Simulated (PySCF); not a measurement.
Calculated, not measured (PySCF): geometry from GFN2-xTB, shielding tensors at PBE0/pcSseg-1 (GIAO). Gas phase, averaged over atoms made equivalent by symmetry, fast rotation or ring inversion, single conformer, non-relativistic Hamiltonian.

References, each an isolated molecule treated in the same way: TMS for $^{1}$H (σref 31.72), $^{13}$C (σref 186.93). Shifts are as computed. Against solution values, carbons near 30 ppm lie about +3 ppm off and those near 130 ppm about +5 ppm. Of 1309 compounds with measured shifts, 239 miss one by over three times the rms of a fit or turn the order of signals round; such compounds aren't used in these exercises.

Question: Order these molecules by the shift of their most deshielded carbon, lowest δ first.
A. CC/C=C/C[SiH2]F
B. O=C1CCCC[C@H]1F
C. CC(C)[C@@H]1[SiH2][C@@H]1F
D. CC/C(=C/[SiH3])CF
E. [SiH3]OC1CC1

Answer: E (50.5 ppm, three-membered-ring carbon), C (81.3 ppm, three-membered-ring carbon), A (143.8 ppm, alkene CH), D (166.3 ppm, fully substituted alkene carbon), B (215.0 ppm, ketone carbonyl carbon).

Question: Order these molecules by the shift of their most shielded carbon-bound hydrogen, lowest δ first.
A. CC/C(=C/[SiH3])CF
B. [SiH3]OC1CC1
C. O=C1CCCC[C@H]1F

Answer: B (0.41 ppm, hydrogen on a three-membered-ring carbon), A (1.05 ppm, hydrogen on a methyl carbon), C (1.59 ppm, hydrogen on an sp3 CH2 in a ring).

Question: How many $^{13}$C and $^{1}$H signals does each give (equivalence by symmetry and fast rotation, but not about amide C–N or C=N bonds)? `[SiH3]OC1CC1`, `CC/C=C/C[SiH2]F`, `CC(C)[C@@H]1[SiH2][C@@H]1F`, `CC/C(=C/[SiH3])CF`, `O=C1CCCC[C@H]1F`

Answer: [SiH3]OC1CC1: 2 C, 4 H; CC/C=C/C[SiH2]F: 5 C, 6 H; CC(C)[C@@H]1[SiH2][C@@H]1F: 5 C, 7 H; CC/C(=C/[SiH3])CF: 5 C, 5 H; O=C1CCCC[C@H]1F: 6 C, 9 H.
